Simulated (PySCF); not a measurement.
C7H5NO, SMILES c1c(cc(O)cc1)C#N (GFN2-xTB optimised geometry):

```
14

N      1.971    -2.905     0.006
C      1.387    -1.919     0.002
C      0.677    -0.695     0.000
C     -0.717    -0.695     0.000
C     -1.390     0.513     0.000
C     -0.696     1.708    -0.001
C      0.699     1.709    -0.002
O      1.336     2.905    -0.002
C      1.387     0.504    -0.001
H     -1.253    -1.631     0.000
H     -2.470     0.524     0.001
H     -1.210     2.655    -0.001
H      2.293     2.777     0.001
H      2.470     0.488     0.000
```

Calculation: CAM-B3LYP/def2-TZVP in PySCF 2.14.0.

Q: What are the frontier orbital energies and the dipole moment?

A: HOMO-2 -11.15 eV, HOMO-1 -9.17 eV, HOMO -8.44 eV, LUMO -0.55 eV, LUMO+1 0.49 eV; dipole moment 3.64 D.

Meta-Löwdin charges at CAM-B3LYP/def2-TZVP: N1 -0.22, C2 0.11, C3 -0.01, C4 -0.12, C5 -0.10, C6 -0.14, C7 0.24, O8 -0.47, C9 -0.16, H10 0.13, H11 0.13, H12 0.14, H13 0.35, H14 0.13.
